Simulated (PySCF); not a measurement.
Two species compared at the same levels of theory.

First species: C5H11FO2Si.
SMILES with atom numbers: `[CH2:1]=[CH:2][CH2:3][Si:4]([F:5])([O:6][CH3:7])[O:8][CH3:9]` (hydrogens: H10, H11 on C1; H12 on C2; H13, H14 on C3; H15, H16, H17 on C7; H18, H19, H20 on C9)

Second species: C9H8.
SMILES with atom numbers: `[CH:1]#[C:2][C:3]1=[CH:4][CH:5]=[CH:6]/[C:7]1=[CH:8]/[CH3:9]` (hydrogens: H10 on C1; H11 on C4; H12 on C5; H13 on C6; H14 on C8; H15, H16, H17 on C9)

Levels: PBE0/pcSseg-1 for dipole moment, HOMO energy, LUMO energy and HOMO–LUMO gap; GFN2-xTB for rotational constant A and rotational constant C. Geometries: GFN2-xTB. Each structure is a single optimised conformer of the isolated species, non-relativistic unless stated. Electronic properties by PySCF.

The conformers computed, where there is a choice (atom-mapped SMILES and torsion angles):
- `[CH2:1]=[CH:2][CH2:3][Si:4]([F:5])([O:6][CH3:7])[O:8][CH3:9]`: C1–C2–C3–Si4 -110°, C2–C3–Si4–F5 -59°, C3–Si4–O6–C7 -178°, C3–Si4–O8–C9 -61°

Values for the first species:

- Dipole moment: 1.23 D
- HOMO energy: -7.24 eV
- LUMO energy: 0.20 eV
- HOMO–LUMO gap: 7.44 eV
- Rotational constant A: 2.005 GHz
- Rotational constant C: 0.802 GHz

Q: Estimate the same properties for the second species, and the change in each.

A: 
| property | first | second | second less first |
| --- | --- | --- | --- |
| dipole moment | 1.23 D | 1.59 D | +0.36 D |
| HOMO energy | -7.24 eV | -6.06 eV | +1.18 eV |
| LUMO energy | 0.20 eV | -2.08 eV | -2.28 eV |
| HOMO–LUMO gap | 7.44 eV | 3.98 eV | -3.46 eV |
| rotational constant A | 2.005 GHz | 2.287 GHz | +0.282 GHz |
| rotational constant C | 0.802 GHz | 0.978 GHz | +0.176 GHz |

On the first: In atomic units the dipole is 0.48 e·bohr (1 au = 2.5417 D).

On the second: In atomic units the dipole is 0.62 e·bohr (1 au = 2.5417 D).
